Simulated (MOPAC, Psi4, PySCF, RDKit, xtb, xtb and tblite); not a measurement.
Two geometries of C₅H₁₅BSi, SMILES C[Si](CCB)(C)C, relaxed at GFN2-xTB with one dihedral held; other torsions can differ between them too.

Structure A

```
22

B      3.1584    -0.0447    -0.9644
C      1.6047    -0.2195    -0.8763
C      0.8974     0.5141     0.2706
Si     0.7577     2.3936    -0.0553
C      0.0915     3.2635     1.5079
C      2.4792     3.0849    -0.5017
C     -0.4403     2.7071    -1.5110
H      3.7877     0.1365     0.0048
H      3.7093    -0.1944    -1.9870
H      1.0915    -0.0020    -1.8150
H      1.4744    -1.3014    -0.7256
H     -0.1023     0.0951     0.4087
H      1.4387     0.3313     1.1990
H      0.0137     4.3349     1.3537
H     -0.8957     2.8995     1.7746
H      0.7418     3.1021     2.3619
H      3.1058     3.1916     0.3784
H      2.9920     2.4113    -1.1849
H      2.4151     4.0578    -0.9797
H     -0.5984     3.7700    -1.6677
H     -0.0543     2.2961    -2.4391
H     -1.4121     2.2566    -1.3315
```

Structure B

```
22

B     -2.6480    -0.8190     0.4707
C     -1.9911    -0.2889    -0.8440
C     -0.8752     0.7661    -0.7319
Si     0.6465     0.4292    -1.8428
C      0.1135     0.3143    -3.6737
C      1.4606    -1.2184    -1.3217
C      1.9067     1.8467    -1.6362
H     -3.6349    -1.4456     0.4067
H     -2.1434    -0.6491     1.5122
H     -2.7194     0.0310    -1.5916
H     -1.5697    -1.2127    -1.2673
H     -0.5352     0.8154     0.3038
H     -1.2962     1.7482    -0.9492
H      0.9631     0.1141    -4.3197
H     -0.3424     1.2401    -4.0120
H     -0.6089    -0.4814    -3.8302
H      2.3639    -1.4091    -1.8934
H      0.7954    -2.0631    -1.4759
H      1.7344    -1.2080    -0.2710
H      2.7891     1.6795    -2.2460
H      2.2343     1.9387    -0.6054
H      1.4824     2.8014    -1.9308
```

Task: Which is lower in energy at the level Psi4 with B3LYP-D3(BJ)/def2-SVP // GFN2-xTB, and by how much?

Result: A is lower, by 8.20 kJ/mol (dihedral B1–C2–C3–Si4: 75° in A, 135° in B).

E(B) − E(A) in kJ/mol at the other levels, on the same two geometries: GFN2-xTB (xtb and tblite) 8.89; B3LYP/def2-SVP // GFN2-xTB (Psi4) 4.34; PBE/def2-SVP // GFN2-xTB (Psi4) 5.83; PBE-D3(BJ)/def2-SVP // GFN2-xTB (Psi4) 7.98; UFF // GFN2-xTB (RDKit) -2.18; AM1, restricted, heats of formation // GFN2-xTB (MOPAC) 4.61; PM6, restricted, heats of formation // GFN2-xTB (MOPAC) 3.73; GFN1-xTB // GFN2-xTB (xtb) 3.36; restricted B3LYP/6-31G*, spherical d, density fitting // GFN2-xTB (PySCF) 3.61; restricted Hartree-Fock/6-31G*, spherical d, density fitting // GFN2-xTB (PySCF) 2.50; restricted Hartree-Fock/STO-3G // GFN2-xTB (PySCF) 5.94; restricted B3LYP/3-21G, density fitting // GFN2-xTB (PySCF) 7.82.
